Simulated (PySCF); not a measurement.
**Stationary points of IH5**

These are results of PBE0/[I def2-TZVP with ECP28, H def2-TZVP], scalar-relativistic core potentials, density fitting, no spin–orbit coupling, PySCF, not measurements.

Relaxations began from a few typed shapes. The search is not exhaustive: other isomers or separated fragments can lie lower, and high-lying points may rest on an excited occupation.

Order these stationary points by electronic energy, lowest first, in kJ/mol from the lowest minimum.
A. singlet D3h: I–H 1.899 Å (×3), I–H 1.906 Å (×2); H–I–H 90.0° (×6), H–I–H 120.0° (×3), H–I–H 180.0°
B. singlet C4v: I–H 1.650 Å, I–H 1.812 Å (×4); H–I–H 81.9° (×4), H–I–H 88.9° (×4), H–I–H 163.9° (×2)

B (0.0), A (220.0).

Which of them are minima?

By energy in kJ/mol, 0.0: minimum; 220.0: saddle point, 2 imaginary modes.

Counting electrons, iodine keeps 2 of its valence electrons outside its bonds, so the VSEPR class is AX5E1 and the expected shape is square pyramidal (C4v), as computed.
